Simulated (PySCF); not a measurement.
Screening by computed properties: pick the candidate that meets the target.

All species are isolated and taken at one optimised geometry, non-relativistic unless stated; the electronic structure was computed with PySCF and density fitting.

Dipoles, sizes and rotational constants follow the conformer. The torsions of the flexible species, by atom-mapped SMILES:
- `[CH2:1]=[CH:2][CH2:3][C:4](=[CH2:5])[O:6][C:7]([F:8])([F:9])[F:10]`: C1–C2–C3–C4 7°, C2–C3–C4–C5 -100°, C3–C4–O6–C7 -165°, C4–O6–C7–F8 173°
- `[CH3:1]/[CH:2]=[CH:3]/[c:4]1[cH:5][cH:6][cH:7][cH:8][c:9]1[F:10]`: C2–C3–C4–C5 7°
- `[CH3:1][O:2][C:3](=[O:4])[c:5]1[cH:6][cH:7][c:8]([CH3:9])[cH:10][cH:11]1`: C1–O2–C3–O4 0°, O2–C3–C5–C6 180°
- `[CH:1]#[C:2][C@@H:3]([CH3:4])[C@@H:5]([F:6])/[CH:7]=[CH:8]/[C:9]#[N:10]`: C2–C3–C5–F6 169°, C3–C5–C7–C8 -121°
- `[CH3:1][NH:2][CH2:3][CH:4]1[CH2:5][CH2:6][CH2:7]1`: C1–N2–C3–C4 180°, N2–C3–C4–C5 -179°
- `[N:1]#[C:2][CH2:3][C:4]1=[CH:5][CH2:6][CH:7]=[CH:8][C@@H:9]1[F:10]`: C2–C3–C4–C5 -105°
- `[CH2+:1][c:2]1[cH:3][cH:4][cH:5][c:6]([S@@:7]([CH3:8])=[O:9])[cH:10]1`: C5–C6–S7–C8 72°

(1) Wanted: HOMO energy below -7.5 eV (PBE0/pcSseg-1) and dipole moment above 4.3 D (PBE0/pcSseg-1), at GFN2-xTB geometries. Which candidate meets both?
A. `C/C=C/c1ccccc1F`
B. `C=CCC(=C)OC(F)(F)F`
C. `COC(=O)c1ccc(C)cc1`
D. `N#CCC1=CCC=C[C@@H]1F`
E. `C(/C#N)=C\[C@@H]([C@H](C)C#C)F`
F. `C[C@@]1(F)Cc2ccccc21`
G. `CNCC1CCC1`

(2) Wanted: smallest rotational constant below 0.6 GHz (GFN2-xTB) and HOMO–LUMO gap below 6.4 eV (PBE0/pcSseg-1), at GFN2-xTB geometries. Which candidate meets both?
A. `COC(=O)C1=CC=C(C)C=C1`
B. `[CH2+]C1=CC([S@@](C)=O)=CC=C1`
C. `CNCC1CCC1`
D. `C[C@@]1(F)Cc2ccccc21`
E. `C=CCC(=C)OC(F)(F)F`

Answers

(1) D. Computed values:
```csv
species,HOMO energy,dipole moment
C(/C#N)=C\[C@@H]([C@H](C)C#C)F,-8.15 eV,4.23 D
N#CCC1=CCC=C[C@@H]1F,-7.85 eV,4.39 D
C=CCC(=C)OC(F)(F)F,-7.70 eV,2.65 D
COC(=O)c1ccc(C)cc1,-7.29 eV,2.27 D
C[C@@]1(F)Cc2ccccc21,-7.18 eV,1.83 D
C/C=C/c1ccccc1F,-6.48 eV,1.52 D
CNCC1CCC1,-6.29 eV,0.87 D
```

(2) A. Computed values:
| species | smallest rotational constant | HOMO–LUMO gap |
| --- | --- | --- |
| COC(=O)C1=CC=C(C)C=C1 | 0.503 GHz | 6.06 eV |
| [CH2+]C1=CC([S@@](C)=O)=CC=C1 | 0.632 GHz | 1.77 eV |
| C=CCC(=C)OC(F)(F)F | 0.810 GHz | 7.63 eV |
| C[C@@]1(F)Cc2ccccc21 | 0.904 GHz | 6.65 eV |
| CNCC1CCC1 | 1.168 GHz | 7.81 eV |
